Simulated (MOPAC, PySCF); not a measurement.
H₄GeO, SMILES `[GeH3][OH]`, neutral singlet in the gas phase. 

Z-matrix (Å, degrees):
```
Ge
O 1 1.7859
H 2 0.9627 1 111.87
H 1 1.5272 2 103.98 3 -179.79
H 1 1.5384 4 111.54 2 118.49
H 1 1.5384 4 111.55 5 123.01
```
Charge 0, multiplicity 1.

All levels are single points at this geometry (r2SCAN-D4/def2-TZVP); Pople sets use spherical d functions. Orbital energies aren't observables, and empty levels follow the basis.

PM7 in MOPAC gives HOMO (eV) = -10.56.

### Question
Estimate the HOMO (eV) from each of these levels: PBE-D3(BJ)/def2-TZVP in PySCF; r2SCAN-D4/def2-TZVP in PySCF; B3LYP/3-21G in PySCF; B3LYP/6-31G* in PySCF; B3LYP/LANL2DZ in PySCF; BP86/6-31G* in PySCF; PBE/6-31G* in PySCF; SVWN5/6-31G* in PySCF; HF/3-21G in PySCF; HF/STO-3G in PySCF; AM1 in MOPAC; PM6 in MOPAC.

### Answer

```
level                          HOMO (eV)
-----------------------------  ---------
PBE-D3(BJ)/def2-TZVP in PySCF      -6.81
r2SCAN-D4/def2-TZVP in PySCF       -7.19
B3LYP/3-21G in PySCF               -7.36
B3LYP/6-31G* in PySCF              -7.80
B3LYP/LANL2DZ in PySCF             -7.96
BP86/6-31G* in PySCF               -6.52
PBE/6-31G* in PySCF                -6.40
SVWN5/6-31G* in PySCF              -6.47
HF/3-21G in PySCF                 -11.93
HF/STO-3G in PySCF                 -9.18
AM1 in MOPAC                      -10.90
PM6 in MOPAC                      -10.48
```
